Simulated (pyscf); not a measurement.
# `[CH3][CH2][O][Mg][OH]`, singlet

Gas-phase minimum from PySCF at ωB97X-D3(BJ)/def2-SVP, one conformer. 

```xyz
11

C     -0.5132     0.1563     2.2158
C      0.2824     0.4970     0.9592
O     -0.2871    -0.0412    -0.1817
Mg    -1.0716    -0.8182    -1.5699
O     -1.8407    -1.5814    -2.9623
H     -0.5691    -0.9364     2.3522
H     -1.5423     0.5441     2.1369
H     -0.0475     0.5930     3.1151
H      0.3561     1.6007     0.8696
H      1.3228     0.1306     1.0826
H     -2.2581    -1.9818    -3.7177
```

Bonds (Å): C1–C2 1.526, C1–H6 1.103, C1–H7 1.103, C1–H8 1.103, C2–O3 1.384, C2–H9 1.110, C2–H10 1.110, O3–Mg4 1.774, Mg4–O5 1.764, O5–H11 0.951. Angles (°): C2–C1–H6 110.5, C2–C1–H7 110.4, C2–C1–H8 111.3, H6–C1–H7 108.1, H6–C1–H8 108.2, H7–C1–H8 108.3, C1–C2–O3 112.2, C1–C2–H9 108.9, C1–C2–H10 108.9, O3–C2–H9 110.3, O3–C2–H10 110.4, H9–C2–H10 106.0, C2–O3–Mg4 175.9, O3–Mg4–O5 179.4 (the first ones only).

Properties at ωB97X-D3(BJ)/def2-SVP:

| Quantity | Result |
|---|---|
| Harmonic wavenumbers, unscaled | 46, 69, 145, 147, 168, 175, 284, 397, 529, 807, 859, 961, 1109, 1181, 1301, 1313, 1383, 1428, 1464, 1481, 1512, 2997, 3033, 3054, 3150, 3151, 4105 cm⁻¹ |
| Zero-point energy | 51.8 kcal/mol |
| Rotational symmetry number | 1 |
| Entropy of this conformer at 298 K and 1 atm, rigid rotor and harmonic oscillator, modes under 100 cm⁻¹ raised to 100 | 363.1 J/(mol K) |
| Dipole moment | 0.63 D |

Single-point totals, which compare only within one level:

| level | total energy (hartree) |
|---|---|
| ωB97X-D3(BJ)/def2-TZVP | -430.61333 |
| PBE/def2-TZVP | -430.12297 |
| r²SCAN/def2-TZVP | -430.37217 |
| B3LYP-D3(BJ)/def2-TZVP | -430.56283 |
| PBE0-D3(BJ)/def2-TZVP | -430.15920 |
| M06-2X/def2-TZVP | -430.40173 |
| ωB97M-D3(BJ)/def2-TZVP | -430.61568 |

The lowest mode is so soft that the shape along it may change with the basis. Soft torsions are taken as harmonic, which can shift the entropy by several J/(mol K).
